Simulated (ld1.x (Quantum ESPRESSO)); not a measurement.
# Varying the RRKJ potential for erbium

Base potential:

- Element: Er
- Generator: ld1.x (Quantum ESPRESSO) 7.5
- Type: norm-conserving RRKJ (Kleinman–Bylander form)
- Functional: PW91
- Relativity: scalar-relativistic
- Frozen core: [Kr]
- Valence charge: 32
- Reference configuration: 4d10 4f12 5s2 5p6 5d0 6s0.5 6p0 (charge +1.5)
- Partial waves: 5p (bound): rc 2.35 bohr; 4d (bound): rc 1.00 bohr; 4f (bound): rc 0.70 bohr; 5s (bound): rc 2.10 bohr
- Local potential: the s channel
- Core correction: Bessel-smoothed model core, default radius (core density twice the valence density)
- rho0: 0.01

Occupied shells without a wave of their own: 6s. They enter only through the test configuration that unscreens the potential, and ld1.x also counts them in the model core charge.

All-electron outer shells of the reference configuration (PW91, scalar-relativistic, ld1.x):

```csv
shell,level (eV),outermost node (bohr),outermost maximum (bohr)
4s,-436.28,0.27,0.47
4p,-324.87,0.27,0.49
4d,-175.70,0.25,0.51
5s,-62.37,0.60,1.11
5p,-36.85,0.65,1.28
4f,-13.52,–,0.51
6s,-11.92,1.50,3.06
5d,-10.00,0.73,1.93
6p,-7.93,1.82,3.93
```

Cutoffs, loose and tight: the cutoffs (Ry, on a coarse ladder) from which the occupation-weighted sum of valence levels, in a spherical-Bessel basis at the reference potential, stays within 10 and 1 mRy of its value at 400 Ry. They do not see the model core or the augmentation charge, which bear on the density cutoff. Test errors are all-electron minus pseudo excitation energies from the reference, over the configurations 4d10 4f12 5s2 5p6 5d0 6s2 6p0; 4d10 4f12 5s2 5p6 5d0 6s1 6p0; 4d10 4f12 5s2 5p6 5d0 6s0 6p0; 4d10 4f12 5s2 5p6 5d0 6s1.5 6p0; 4d10 4f12 5s2 5p6 5d0 6s0 6p2; 4d10 4f12 5s1 5p6 5d0 6s2 6p0; 4d10 4f12 5s2 5p6 5d1 6s0 6p0. A dash means not determined; rows that change the core or the reference have their own tests. The largest error is taken over the tests solved by every variant that gives reliable tests at all: 4d10 4f12 5s1 5p6 5d0 6s2 6p0; 4d10 4f12 5s2 5p6 5d0 6s0 6p0; 4d10 4f12 5s2 5p6 5d0 6s1 6p0.

With those shells counted twice in exchange and correlation these files are broken, and their errors move erratically; no question is asked of them.

| change | outcome | cutoff, loose | cutoff, tight | bound ghosts | largest test error (meV) |
| --- | --- | --- | --- | --- | --- |
| base | generated, misses its reference levels by 1.68 eV | over 300 Ry | over 300 Ry | none | +2901 |
| wave 4d (bound): rc 1.00 bohr becomes 4d (bound): rc 0.64 bohr | generated, misses its reference levels by 1.68 eV | over 300 Ry | over 300 Ry | none | +2901 |
| wave 4d (bound): rc 1.00 bohr becomes 4d (bound): rc 0.80 bohr | generated, misses its reference levels by 1.68 eV | over 300 Ry | over 300 Ry | none | +2901 |
| wave 4d (bound): rc 1.00 bohr becomes 4d (bound): rc 0.90 bohr | generated, misses its reference levels by 1.68 eV | over 300 Ry | over 300 Ry | none | +2901 |
| wave 4d (bound): rc 1.00 bohr becomes 4d (bound): rc 1.04 bohr | generated, misses its reference levels by 1.68 eV | over 300 Ry | over 300 Ry | none | +2901 |
| wave 4d (bound): rc 1.00 bohr becomes 4d (bound): rc 1.10 bohr | generated, misses its reference levels by 1.68 eV | over 300 Ry | over 300 Ry | none | +2901 |
| wave 4d (bound): rc 1.00 bohr becomes 4d (bound): rc 1.28 bohr | generated, misses its reference levels by 1.68 eV | over 300 Ry | over 300 Ry | none | no test is counted, since the test run did not reproduce the reference configuration |
| wave 4d (bound): rc 1.00 bohr becomes 4d (bound): rc 1.38 bohr | generated, misses its reference levels by 1.68 eV | over 300 Ry | over 300 Ry | none | no test is counted, since the test run did not reproduce the reference configuration |
| wave 4d (bound): rc 1.00 bohr becomes 4d (bound): rc 1.52 bohr | generated, misses its reference levels by 1.68 eV | over 300 Ry | over 300 Ry | none | no test is counted, since the test run did not reproduce the reference configuration |
